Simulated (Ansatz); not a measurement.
C₃H₇BO₂ (`CBOC(C)=O`) at its PBE0-D4/def2-TZVP geometry, where that method's forces vanish. Total charge 0; spin multiplicity 1.

```xyz
13

C     2.2782   -0.1415   -0.9351
B     0.7254   -0.1659   -0.9774
O     0.0360    0.1651    0.1666
C    -1.3213    0.3443    0.1845
C    -1.8846    0.0500    1.5363
O    -1.9360    0.7231   -0.7647
H     2.6936    0.1240    0.0382
H     2.6856   -1.1086   -1.2486
H     2.6441    0.5764   -1.6793
H     0.1017   -0.4880   -1.9457
H    -2.9560    0.2322    1.5404
H    -1.3905    0.6771    2.2812
H    -1.6761   -0.9883    1.8034
```

(1) What forces (eV/Å) does PBE-D4/def2-TZVPP give on these atoms in Ansatz? (Estimate.)

Results:

(1) Computed: 
```
C1  -0.129  0.006  0.039
B2   0.187 -0.072 -0.227
O3   0.621 -0.017  0.330
C4  -0.092 -0.215  0.665
C5  -0.019 -0.009  0.046
O6  -0.676  0.422 -0.985
H7   0.096  0.054  0.187
H8   0.093 -0.179 -0.072
H9   0.087  0.126 -0.150
H10 -0.078 -0.048 -0.113
H11 -0.213  0.031  0.016
H12  0.088  0.109  0.176
H13  0.035 -0.207  0.086
```
